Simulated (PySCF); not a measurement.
A PySCF script (with the pyscf-properties extension) for the NMR shieldings of SMILES NC(=O)C[BH2-][NH3+], C$_{2}$H$_{9}$BN$_{2}$O, on a GFN2-xTB geometry:

```python
import basis_set_exchange as bse
import numpy as np
from pyscf import gto, dft
from pyscf.prop import nmr

atoms = """
N     2.239879    0.581134    0.422769
C     1.041323    0.627375   -0.197814
O     0.453751    1.708650   -0.322162
C     0.459583   -0.653217   -0.650699
B    -0.911853   -0.920825    0.250683
N    -1.824562    0.376801   -0.083741
H     2.685143   -0.295356    0.624807
H     2.602163    1.418362    0.849363
H     1.173718   -1.467684   -0.557549
H     0.171012   -0.564200   -1.697597
H    -1.487479   -1.898428   -0.105895
H    -0.685317   -0.903378    1.420762
H    -2.479068    0.594956    0.657327
H    -2.322521    0.260860   -0.958825
H    -1.120185    1.142939   -0.190307
"""
names = dict.fromkeys(["N", "C", "O", "B", "H"], "pcSseg-1")
basis = {el: gto.basis.parse(bse.get_basis(n, elements=[el], fmt="nwchem")) for el, n in names.items()}
mol = gto.M(atom=atoms, basis=basis, charge=0, verbose=0)
mf = dft.RKS(mol, xc="PBE0")
mf.grids.level = 2
mf.grids.alignment = dft.numint.BLKSIZE   # the property module wants whole blocks of grid points
mf.conv_tol = 1e-9
mf.kernel()

calc = nmr.RKS(mf)   # GIAO
C = mf.mo_coeff
Co = C[:, mf.mo_occ > 0]
resp = mf.gen_response(singlet=True, hermi=2)
def vind(x):   # induced exchange potential for any number of trial vectors
    d = np.einsum("pi,xij,qj->xpq", C, 2 * x.reshape(-1, C.shape[1], Co.shape[1]), Co, optimize=True)
    return np.einsum("xpq,pi,qj->xij", resp(d - d.transpose(0, 2, 1)), C, Co, optimize=True).ravel()
mo1, _ = nmr.rhf.solve_mo1(calc, with_cphf=vind)
sigma = calc.kernel(mo1)
for i, s in enumerate(sigma):   # ppm
    print("%2d %-2s %9.2f" % (i, mol.atom_pure_symbol(i), np.trace(s) / 3))
```

Task: Give the expected output.

Result: 
```
 0 N     150.24
 1 C      -2.98
 2 O     -25.09
 3 C     157.65
 4 B     122.65
 5 N     229.23
 6 H      26.68
 7 H      27.21
 8 H      30.46
 9 H      30.63
10 H      29.44
11 H      29.80
12 H      29.56
13 H      29.79
14 H      21.91
```

These numbers come from an equivalent density-fitted implementation of the same equations, which agrees with the script to about 0.01 ppm for H and up to a few tenths of a ppm for heavy atoms, so last digits may differ.

Size and cost of the density-fitted run: 147 basis functions, 26 s wall time on 1 thread of an Arm Neoverse N1, shared host; peak memory 0.7 GiB.
